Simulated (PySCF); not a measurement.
Br3Sn (SMILES [Br][Sn+]([Br])[Br]), charge +1, singlet, geometry from GFN2-xTB (such geometries of metal compounds can be far from the true shape) (core potentials on Sn), with bond 2-1 at 1.3 times its length; DF-M062X/def2-SV(P) run with PySCF.

Input for PySCF:
```python
from pyscf import gto, scf, dft

mol = gto.Mole()
mol.atom = '''
    Sn   -0.000000    0.000000    0.000000
    Br   -2.592296   -2.011660   -0.244960
    Br   -0.049039    2.269519   -1.119489
    Br    2.043113   -0.722089    1.307920
'''
mol.basis = 'def2-sv(p)'
mol.ecp = {'Sn': 'def2-sv(p)'}
mol.charge = 1
mol.spin = 0
mol.verbose = 4
mol.build()

mf = dft.RKS(mol)
mf.xc = 'm062x'
mf.diis = False
mf.damp = 0.3
mf.diis_start_cycle = 200
mf.max_cycle = 150
mf = mf.density_fit(auxbasis='def2-universal-jkfit')
mf.kernel()
```

It wrote (shortened):

```
PySCF version 2.14.0

[INPUT] verbose = 4
[INPUT] num. atoms = 4
[INPUT] num. electrons = 126
[INPUT] charge = 1
[INPUT] spin (= nelec alpha-beta = 2S) = 0
[INPUT] symmetry False subgroup None
[INPUT] Mole.unit = angstrom
[INPUT] Symbol           X                Y                Z      unit          X                Y                Z       unit  Magmom
[...]
nuclear repulsion = 850.104813901125
number of shells = 46
number of NR pGTOs = 283
number of NR cGTOs = 122
basis = def2-sv(p)
ecp = {'Sn': 'def2-sv(p)'}

******** <class 'pyscf.df.df_jk.DFRKS'> ********
method = DFRKS
initial guess = minao
damping factor = 0.3
level_shift factor = 0
DIIS disabled
SCF conv_tol = 1e-09
SCF conv_tol_grad = None
SCF max_cycles = 150
direct_scf = False
XC library pyscf.dft.libxc version 7.1.2
    S. Lehtola, C. Steigemann, M. J. T. Oliveira, and M. A. L. Marques,  SoftwareX 7, 1–5 (2018)
XC functionals = m062x
    Y. Zhao and D. G. Truhlar,  Theor. Chem. Acc. 120, 215 (2008)
    Y. Zhao and D. G. Truhlar,  Theor. Chem. Acc. 120, 215 (2008)
radial grids:
    Treutler-Ahlrichs [JCP 102, 346 (1995); DOI:10.1063/1.469408] (M4) radial grids

becke partition: Becke, JCP 88, 2547 (1988); DOI:10.1063/1.454033
pruning grids: <function nwchem_prune>
grids dens level: 3
symmetrized grids: False
atomic radii adjust function: <function treutler_atomic_radii_adjust>
small_rho_cutoff = 0
Set gradient conv threshold to 3.16228e-05
Initial guess from minao.
tot grids = 83232
******** <class 'pyscf.df.df.DF'> ********
auxbasis = def2-universal-jkfit
init E= -7909.94754573196
[...]
cycle= 1 E= -7931.67749397353  delta_E= -21.7  |g|= 2.96  |ddm|=  7.6
[...]
cycle= 2 E= -7934.34967026636  delta_E= -2.67  |g|= 1.85  |ddm|= 6.95
[...]
cycle= 3 E= -7933.46619011757  delta_E= 0.883  |g|= 2.06  |ddm|= 5.37
[...]
cycle= 4 E= -7934.7291148341  delta_E= -1.26  |g|=  1.6  |ddm|= 5.04
[...]
cycle= 5 E= -7933.58054197727  delta_E= 1.15  |g|= 1.99  |ddm|= 4.96
[...]
cycle= 6 E= -7934.67189898732  delta_E= -1.09  |g|= 1.63  |ddm|= 4.98
[...]
cycle= 7 E= -7933.37145040184  delta_E=  1.3  |g|= 2.12  |ddm|= 5.04
[...]
cycle= 8 E= -7934.35453228796  delta_E= -0.983  |g|= 1.85  |ddm|= 5.35
[...]
cycle= 9 E= -7932.35428863969  delta_E=    2  |g|= 2.43  |ddm|= 5.65

WARN: HOMO -0.28953551189581 == LUMO -0.288797139887778

cycle= 10 E= -7917.56059843581  delta_E= 14.8  |g|=  6.5  |ddm|= 15.3
[...]
cycle= 11 E= -7918.72842804882  delta_E= -1.17  |g|= 4.27  |ddm|= 17.4
[...]
cycle= 12 E= -7862.69042074429  delta_E=   56  |g|= 8.85  |ddm|= 22.6
[...]
cycle= 13 E= -7750.53113246599  delta_E=  112  |g|= 13.3  |ddm|= 23.5
[...]
cycle= 14 E= -7436.09096516316  delta_E=  314  |g|= 14.5  |ddm|= 43.4
[...]
cycle= 15 E= -7286.63338981779  delta_E=  149  |g|= 22.8  |ddm|=   54
[...]
cycle= 16 E= -7437.05845660122  delta_E= -150  |g|= 17.4  |ddm|= 49.2
[...]
cycle= 17 E= -7385.67419507515  delta_E= 51.4  |g|= 21.8  |ddm|= 47.9
[...]
cycle= 18 E= -7433.46042221008  delta_E= -47.8  |g|= 15.8  |ddm|= 53.6
[...]
cycle= 19 E= -7299.0828096401  delta_E=  134  |g|= 24.4  |ddm|= 55.1
[...]
cycle= 20 E= -7436.88199096988  delta_E= -138  |g|= 17.3  |ddm|= 49.9
[...]
cycle= 21 E= -7384.60339977707  delta_E= 52.3  |g|=   22  |ddm|= 48.3
[...]
cycle= 22 E= -7433.45972802245  delta_E= -48.9  |g|= 15.8  |ddm|= 53.7
[...]
cycle= 23 E= -7299.36581461048  delta_E=  134  |g|= 24.5  |ddm|= 55.1
[...]
cycle= 24 E= -7436.87483446914  delta_E= -138  |g|= 17.3  |ddm|= 49.9
[...]
cycle= 25 E= -7384.50870147764  delta_E= 52.4  |g|=   22  |ddm|= 48.4
[...]
cycle= 26 E= -7433.45992640807  delta_E=  -49  |g|= 15.8  |ddm|= 53.7
[...]
cycle= 27 E= -7299.38641086843  delta_E=  134  |g|= 24.5  |ddm|= 55.2
[...]
cycle= 28 E= -7436.87386409122  delta_E= -137  |g|= 17.3  |ddm|= 49.9
[...]
cycle= 29 E= -7384.49947480756  delta_E= 52.4  |g|=   22  |ddm|= 48.4
[...]
cycle= 30 E= -7433.45995515653  delta_E=  -49  |g|= 15.8  |ddm|= 53.7
[...]
cycle= 31 E= -7299.38844002678  delta_E=  134  |g|= 24.5  |ddm|= 55.2
[...]
[...]
[...]
cycle= 100 E= -7436.87373515183  delta_E= -137  |g|= 17.3  |ddm|= 49.9
[...]
cycle= 101 E= -7384.49836794768  delta_E= 52.4  |g|=   22  |ddm|= 48.4
[...]
cycle= 102 E= -7433.45995908941  delta_E=  -49  |g|= 15.8  |ddm|= 53.7
[...]
cycle= 103 E= -7299.38868614356  delta_E=  134  |g|= 24.5  |ddm|= 55.2
[...]
cycle= 104 E= -7436.87373515183  delta_E= -137  |g|= 17.3  |ddm|= 49.9
[...]
cycle= 105 E= -7384.49836794768  delta_E= 52.4  |g|=   22  |ddm|= 48.4
[...]
cycle= 106 E= -7433.4599590894  delta_E=  -49  |g|= 15.8  |ddm|= 53.7
[...]
cycle= 107 E= -7299.38868614355  delta_E=  134  |g|= 24.5  |ddm|= 55.2
[...]
cycle= 108 E= -7436.87373515183  delta_E= -137  |g|= 17.3  |ddm|= 49.9
[...]
cycle= 109 E= -7384.49836794769  delta_E= 52.4  |g|=   22  |ddm|= 48.4
[...]
cycle= 110 E= -7433.45995908941  delta_E=  -49  |g|= 15.8  |ddm|= 53.7
[...]
cycle= 111 E= -7299.38868614355  delta_E=  134  |g|= 24.5  |ddm|= 55.2
[...]
cycle= 112 E= -7436.87373515183  delta_E= -137  |g|= 17.3  |ddm|= 49.9
[...]
cycle= 113 E= -7384.49836794769  delta_E= 52.4  |g|=   22  |ddm|= 48.4
[...]
cycle= 114 E= -7433.45995908941  delta_E=  -49  |g|= 15.8  |ddm|= 53.7
[...]
cycle= 115 E= -7299.38868614356  delta_E=  134  |g|= 24.5  |ddm|= 55.2
[...]
cycle= 116 E= -7436.87373515183  delta_E= -137  |g|= 17.3  |ddm|= 49.9
[...]
cycle= 117 E= -7384.49836794768  delta_E= 52.4  |g|=   22  |ddm|= 48.4
[...]
cycle= 118 E= -7433.45995908941  delta_E=  -49  |g|= 15.8  |ddm|= 53.7
[...]
cycle= 119 E= -7299.38868614355  delta_E=  134  |g|= 24.5  |ddm|= 55.2
[...]
cycle= 120 E= -7436.87373515183  delta_E= -137  |g|= 17.3  |ddm|= 49.9
[...]
cycle= 121 E= -7384.49836794769  delta_E= 52.4  |g|=   22  |ddm|= 48.4
[...]
cycle= 122 E= -7433.45995908941  delta_E=  -49  |g|= 15.8  |ddm|= 53.7
[...]
cycle= 123 E= -7299.38868614355  delta_E=  134  |g|= 24.5  |ddm|= 55.2
[...]
cycle= 124 E= -7436.87373515183  delta_E= -137  |g|= 17.3  |ddm|= 49.9
[...]
cycle= 125 E= -7384.49836794769  delta_E= 52.4  |g|=   22  |ddm|= 48.4
[...]
cycle= 126 E= -7433.45995908941  delta_E=  -49  |g|= 15.8  |ddm|= 53.7
[...]
cycle= 127 E= -7299.38868614356  delta_E=  134  |g|= 24.5  |ddm|= 55.2
[...]
cycle= 128 E= -7436.87373515183  delta_E= -137  |g|= 17.3  |ddm|= 49.9
[...]
cycle= 129 E= -7384.49836794769  delta_E= 52.4  |g|=   22  |ddm|= 48.4
[...]
cycle= 130 E= -7433.45995908941  delta_E=  -49  |g|= 15.8  |ddm|= 53.7
[...]
cycle= 131 E= -7299.38868614356  delta_E=  134  |g|= 24.5  |ddm|= 55.2
[...]
cycle= 132 E= -7436.87373515183  delta_E= -137  |g|= 17.3  |ddm|= 49.9
[...]
cycle= 133 E= -7384.49836794769  delta_E= 52.4  |g|=   22  |ddm|= 48.4
[...]
cycle= 134 E= -7433.45995908941  delta_E=  -49  |g|= 15.8  |ddm|= 53.7
[...]
cycle= 135 E= -7299.38868614355  delta_E=  134  |g|= 24.5  |ddm|= 55.2
[...]
cycle= 136 E= -7436.87373515183  delta_E= -137  |g|= 17.3  |ddm|= 49.9
[...]
cycle= 137 E= -7384.49836794768  delta_E= 52.4  |g|=   22  |ddm|= 48.4
[...]
cycle= 138 E= -7433.45995908941  delta_E=  -49  |g|= 15.8  |ddm|= 53.7
[...]
cycle= 139 E= -7299.38868614356  delta_E=  134  |g|= 24.5  |ddm|= 55.2
[...]
cycle= 140 E= -7436.87373515183  delta_E= -137  |g|= 17.3  |ddm|= 49.9
[...]
cycle= 141 E= -7384.49836794768  delta_E= 52.4  |g|=   22  |ddm|= 48.4
[...]
cycle= 142 E= -7433.45995908941  delta_E=  -49  |g|= 15.8  |ddm|= 53.7
[...]
cycle= 143 E= -7299.38868614356  delta_E=  134  |g|= 24.5  |ddm|= 55.2
[...]
cycle= 144 E= -7436.87373515183  delta_E= -137  |g|= 17.3  |ddm|= 49.9
[...]
cycle= 145 E= -7384.49836794769  delta_E= 52.4  |g|=   22  |ddm|= 48.4
[...]
cycle= 146 E= -7433.45995908941  delta_E=  -49  |g|= 15.8  |ddm|= 53.7
[...]
cycle= 147 E= -7299.38868614356  delta_E=  134  |g|= 24.5  |ddm|= 55.2
[...]
cycle= 148 E= -7436.87373515183  delta_E= -137  |g|= 17.3  |ddm|= 49.9
[...]
cycle= 149 E= -7384.49836794769  delta_E= 52.4  |g|=   22  |ddm|= 48.4
[...]
cycle= 150 E= -7433.45995908941  delta_E=  -49  |g|= 15.8  |ddm|= 53.7
SCF not converged.
SCF energy = -7433.45995908941
```

Convergence was not reached.
